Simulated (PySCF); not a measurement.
Br₂, SMILES BrBr (connectivity only; charge and spin as stated), charge -1, multiplicity 2. Geometry: PBE-D3(BJ)/def2-TZVPD.

Computed with PBE-D3(BJ)/def2-TZVPD run with PySCF.

Harmonic wavenumbers (cm⁻¹): 124. Rotational constants (GHz): 1.464 (linear); symmetry number 2.

Question: Work out the zero-point energy and the ideal-gas rigid-rotor harmonic-oscillator thermochemistry at 298.15 K and 1 atm.

Answer: ZPE = ½ Σ hcν = ½ × 124 cm⁻¹ = 0.18 kcal/mol. H − E(el) = 2.68 kcal/mol. Entropy in cal/(mol K): translation 41.12, rotation 17.21, vibration 3.03, spin 1.38, total 62.74. G − E(el) = -16.02 kcal/mol. Cp = 8.88 cal/(mol K). Modes under 150 cm⁻¹ make the vibrational entropy uncertain.
